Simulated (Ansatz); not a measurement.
Molecule: C4H3OSe, charge 0, multiplicity 2. It need not be the lowest isomer of its formula. 
Coordinates optimised at B3LYP-D3(BJ)/def2-TZVP (Ansatz, an electronic-structure program):
```
C
C 1 1.3581
O 1 1.3655 2 121.32
H 3 0.9627 1 109.81 2 180.00
H 2 1.0769 1 127.21 3 0.00
C 1 1.4459 2 115.89 5 -180.00
C 6 1.3424 1 111.61 2 0.00
H 6 1.0825 7 125.02 1 180.00
Se 7 1.8525 6 115.82 8 -180.00
```
Charge 0, spin multiplicity 2.

Property: atomisation energy (electronic, to ground-state atoms), in kcal/mol. Correlated levels leave the core frozen unless marked. UHF or UKS for open shells. No spin-orbit coupling. The frozen core is the preceding noble-gas configuration, with the filled d and f shells of earlier blocks. No relativistic terms. The coupled-cluster limit lacks core correlation, which all-electron functionals hold. CBS marks a two-point X^-3 extrapolation of the correlation energy; Hartree-Fock from the larger set.

The UHF reference is spin-contaminated (<S^2> 0.42 over the pure value in the largest basis). 

```tsv
level	program	atomisation energy (kcal/mol)
BLYP/def2-TZVPD	Ansatz	912.1
B3LYP-D3(BJ)/def2-TZVPD	Ansatz + dftd3	___
PBE0/STO-3G	Ansatz	1041.2
PBE0/def2-QZVPP	Ansatz	932.7
HSE06-D3(BJ)/def2-TZVPD	Ansatz + dftd3	936.9
LC-wPBE-D4/def2-TZVPD	Ansatz + dftd4	___
B2GP-PLYP/def2-TZVPD	Ansatz	___
SCS-MP2/STO-3G	Ansatz	831.1
CCSD/cc-pVTZ	Ansatz	859.7
CCSD(T)/CBS(cc-pVTZ,cc-pVQZ)	Ansatz	913.4
```

Complete the blanks.


- B3LYP-D3(BJ)/def2-TZVPD, atomisation energy (kcal/mol): 917.4
- LC-wPBE-D4/def2-TZVPD, atomisation energy (kcal/mol): 926.3
- B2GP-PLYP/def2-TZVPD, atomisation energy (kcal/mol): 902.9
